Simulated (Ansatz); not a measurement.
VOF2, SMILES [F][V+]([F])=[O], charge +1, multiplicity 1. Atoms are numbered in the order given.

```xyz
4

V     -0.2577     0.0410     0.0000
O      0.3063     1.4525     0.0000
F      0.2426    -0.7076     1.4024
F      0.2426    -0.7076    -1.4024
```
Charge +1, spin multiplicity 1.

Geometry: B3LYP-D3(BJ)/def2-SVP. The multiplicity is an assumed one; other spin states were not compared. The isomer is the one that the SMILES or the coordinates give; other isomers of the formula were not compared.

Two levels are set side by side: PBE-D3(BJ)/def2-SVP (Ansatz, an electronic-structure program) and B3LYP-D3(BJ)/def2-SVP (Ansatz). Each level has its own optimised geometry; the coordinates shown are those of the second. Differences are taken from unrounded values.

| quantity | B3LYP-D3(BJ) | PBE-D3(BJ) | PBE-D3(BJ) minus B3LYP-D3(BJ) |
|---|---|---|---|
| mean bond length (Å) | 1.618 | 1.631 | 0.013 |
| bond V1–O2 (Å) | 1.520 | 1.538 | 0.018 |
| bond V1–F3 (Å) | 1.667 | 1.677 | 0.011 |
| bond V1–F4 (Å) | 1.667 | 1.677 | 0.011 |

Exact exchange shortens and stiffens bonds; PBE has none. Differences between two approximate levels are no errors against the true value.
